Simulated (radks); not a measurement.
All-electron atom: He+ in 1s1. All-electron calculation, Dirac Kohn-Sham, LDA (Slater exchange, Perdew-Wang correlation), spin-unpolarised, spherical densities, point nucleus. Program: a radial shooting solver on a logarithmic mesh with Libxc functionals.

Normalised radial functions P(r) = r R(r) (large component), r in bohr:

```
   r/bohr * 1s1/2 (the largest magnitude, 1.01, reaches the edge; | marks zero)
  0.03983 |          *
  0.04983 |            *
  0.06284 |               *
  0.07925 |                   *
  0.09995 |                       *
    0.125 |                            *
   0.1577 |                                 *
   0.1989 |                                       *
   0.2508 |                                            *
   0.3138 |                                                 *
   0.3957 |                                                    *
    0.499 |                                                      *
   0.6293 |                                                     *
   0.7873 |                                                 *
   0.9929 |                                          *
    1.252 |                                *
    1.579 |                      *
    1.976 |             *
    2.491 |      *
    3.142 |  *
```

1s1/2: eigenvalue -38.389 eV, 0 radial nodes, <r> = 0.795 bohr, 90 % of the charge inside 1.42 bohr.
